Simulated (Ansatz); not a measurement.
`FBN([SiH3])[SiH3]`, relaxed with RKS PBE0-D4/def2-TZVP in Ansatz from a GFN2-xTB geometry. The force threshold is 0.005 eV/Å; the program also tests the step.

Total charge 0; spin multiplicity 1.

Start:

```xyz
12

F    -1.951   -0.169   -1.599
B    -1.593   -0.181   -0.313
N    -0.238   -0.036    0.001
Si    0.353   -0.012    1.649
Si    0.872    0.149   -1.362
H    -2.445   -0.320    0.478
H     1.040    1.268    1.847
H     1.273   -1.142    1.800
H    -0.792   -0.140    2.546
H     0.688   -0.987   -2.262
H     2.211    0.145   -0.773
H     0.581    1.425   -2.012
```

How much energy does the relaxation release, and in how many steps? (Estimate.)

Computed: 1.63 kcal/mol, in 11 steps, 2 of them rejected.

Which bonds change most? (Best estimate.)

Ansatz gave: B2–H6 from 1.171 to 1.196 Å; Si5–H11 from 1.463 to 1.486 Å; Si5–H10 from 1.460 to 1.482 Å; Si4–H9 from 1.460 to 1.482 Å.

Give the relaxed structure. (Best estimate.)

Computed: 
```xyz
12

F    -2.034   -0.138   -1.581
B    -1.636   -0.153   -0.303
N    -0.261   -0.025   -0.024
Si    0.344   -0.036    1.617
Si    0.871    0.148   -1.360
H    -2.473   -0.276    0.543
H     1.067    1.231    1.897
H     1.292   -1.165    1.800
H    -0.804   -0.182    2.542
H     0.829   -1.038   -2.247
H     2.219    0.258   -0.743
H     0.585    1.375   -2.141
```
